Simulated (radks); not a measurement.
Results of a calculation; reference values are marked as such.
Ionisation of neutral beryllium, [He] 2s2, to Be+, [He] 2s1, under several functionals. Dirac Kohn-Sham, spin-unpolarised, spherical densities, point nucleus; a radial shooting solver on a logarithmic mesh with Libxc functionals.

functional                          E(Be) (hartree)  Exc (hartree)  IE (eV)  -e(HOMO) (eV)  <r> HOMO (bohr)  IE error (eV)
AM05                                      -14.49624       -2.56798    9.440          5.526            2.618         +0.117
revPBE                                    -14.66732       -2.75803    9.558          5.614            2.603         +0.235
B86b exchange with PBE correlation        -14.65608       -2.74529    9.579          5.633            2.599         +0.257
PBE                                       -14.63287       -2.71979    9.551          5.610            2.603         +0.228

NIST Atomic Spectra Database: 9.323 eV (measured). Closest: AM05. The Delta-SCF values span 0.14 eV, the total energies 0.17 hartree. The highest occupied level is 2s1/2. Spin polarisation and multiplet splitting are left out, so open shells lie too high by an amount that depends on their filling.

Beside tabulated values, note that spin-unpolarised runs miss the spin-polarisation part of the exchange energy of open shells.
